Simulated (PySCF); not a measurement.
These are PBE-D3(BJ)/def2-TZVP // B3LYP-D3(BJ)/def2-SVP (PySCF 2.14.0) values and carry that method's errors. Gas-phase values, no solvent. One relaxed conformer stands for a flexible species; it need not be the lowest. 

Reference species (SMILES): `C[Si](C)(C)C` (neutral, multiplicity 1).

The HOMO is -6.99 eV. The HOMO–LUMO gap is 7.09 eV.

Changed species: `CC[Si](C)(C)CC` (C–C–Si–C torsion 63°, C–Si–C–C torsion -57°) (2 of 4 CH3 replaced by C2H5; the reference has 0 of 4 CH3 replaced by C2H5).

Question: Predict the effect on the HOMO and HOMO–LUMO gap.

Answer: the HOMO goes up by 0.60 eV, to -6.39 eV; the HOMO–LUMO gap falls by 0.62 eV, to 6.47 eV.
